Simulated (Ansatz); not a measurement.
`N[SiH2]C(F)[TeH]` + `[SiH3]P` → `P[TeH]` + `N[SiH2]C(F)[SiH3]`  (redistribution)

Program: Ansatz. Geometries: PBE0-D4/def2-TZVP. ΔE: electronic, gas phase. CCSD(T)/CBS is the MP2 limit (def2-TZVPP, def2-QZVPP) plus CCSD(T) − MP2 in def2-TZVPP, frozen cores. This one scheme is used for every species. def2 core potentials past Kr. For Te outer-core shells are correlated without core-valence functions, which leaves a few kJ/mol of doubt a bond. Each species was taken in one conformer, which may not be the lowest.

`N[SiH2]C(F)[TeH]`:

Cartesian coordinates in Å:
```
N -1.320 0.902 0.858
Si 0.130 0.003 0.888
C 1.033 0.011 -0.784
F 2.278 -0.585 -0.692
Te -0.187 -0.918 -2.293
H -2.066 0.685 0.218
H -1.344 1.859 1.164
H 1.012 0.631 1.907
H -0.112 -1.428 1.207
H 1.168 1.031 -1.164
H -0.593 -2.191 -1.308
```

`[SiH3]P`:

```xyz
7

Si   -0.486   -0.281    0.597
P     0.929    1.037   -0.565
H    -1.714    0.505    0.882
H     0.169   -0.637    1.882
H    -0.866   -1.530   -0.114
H     0.178    0.943   -1.767
H     1.790   -0.038   -0.916
```

`P[TeH]`:

Z-matrix (Å, degrees):
```
P
Te 1 2.468
H 1 1.419 2 96.1
H 1 1.419 2 96.1 3 -93.8
H 2 1.658 1 91.5 3 -133.4
```

`N[SiH2]C(F)[SiH3]`:

```xyz
13

N    -1.312    0.352    1.653
Si   -1.373    0.125   -0.042
C     0.157   -0.678   -0.828
F     0.267   -2.001   -0.350
Si    1.794    0.216   -0.515
H    -0.727    1.062    2.063
H    -1.420   -0.434    2.273
H    -1.513    1.454   -0.697
H    -2.528   -0.759   -0.339
H    -0.006   -0.732   -1.915
H     2.041    0.342    0.945
H     2.922   -0.523   -1.138
H     1.698    1.576   -1.111
```

```csv
species,CCSD(T)/CBS(def2) energy (Eh)
`N[SiH2]C(F)[TeH]`,-752.97095
`[SiH3]P`,-633.00997
`P[TeH]`,-610.46278
`N[SiH2]C(F)[SiH3]`,-775.52613
```

(1) Work out ΔE.

Largest T1 diagnostic among the species: 0.013.

Answers

(1) ΔE = (-610.46278) + (-775.52613) − (-752.97095) − (-633.00997) = -0.00799 Eh = -21.0 kJ/mol.

From PBE to PBE0 (25 % exact exchange), in def2-TZVPP and without D4, ΔE moves by −3.8 kJ/mol. In def2-TZVPP, CCSD(T) changes the Hartree–Fock value by +19.7 kJ/mol (the triples alone add +3.3 kJ/mol) and MP2 by +20.2 kJ/mol.
